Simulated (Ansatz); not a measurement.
The same atomization along the group B, Al, Ga, In.

Isolated molecules relaxed with PBE0-D4/def2-TZVP in Ansatz; ΔE leaves out vibrations. CCSD(T)/CBS adds triple-zeta CCSD(T) − MP2 to the extrapolated MP2 energy (def2 sets, frozen cores). Small cases extrapolate CCSD(T) itself. No spin–orbit coupling; open shells (•) take unrestricted orbitals. Spin–orbit coupling would lower the free atoms: a little for Al, B, O; clearly for Ga; strongly for In. def2 core potentials past Kr. For Ga, In outer-core shells are correlated without core-valence functions, so the limit isn't a true one: a few kJ/mol of doubt a bond, and 10 to 20 or more in all where bonds break to atoms. Scalar relativity is left out up to krypton. One conformer a species, not always the lowest.

| reaction | CCSD/CBS(def2) (kJ/mol) | MP2/CBS(def2) (kJ/mol) |
| --- | --- | --- |
| `OB(O)O` → B• + 3 H• + 3 O• | 3016 | 3185 |
| `[OH][Al]([OH])[OH]` → Al• + 3 H• + 3 O• | 2768 | 2921 |
| `[OH][Ga]([OH])[OH]` → Ga• + 3 H• + 3 O• | 2472 | 2626 |
| `[OH][In]([OH])[OH]` → In• + 3 H• + 3 O• | 2278 | 2420 |

(1) Give the CCSD(T)/CBS values in the same order. (An estimate is asked.)

Largest T1 diagnostic: 0.018, for Al•.

Extrapolated directly: `OB(O)O` → B• + 3 H• + 3 O•.

Answers

(1) Computed: 3072, 2814, 2523, 2334 kJ/mol.

For atomizations the MP2-based limit and the directly extrapolated one differ by several kJ/mol either way, and by 10 to 25 for some Ge, Se and Sn compounds, so smaller differences from it don't rank the levels.
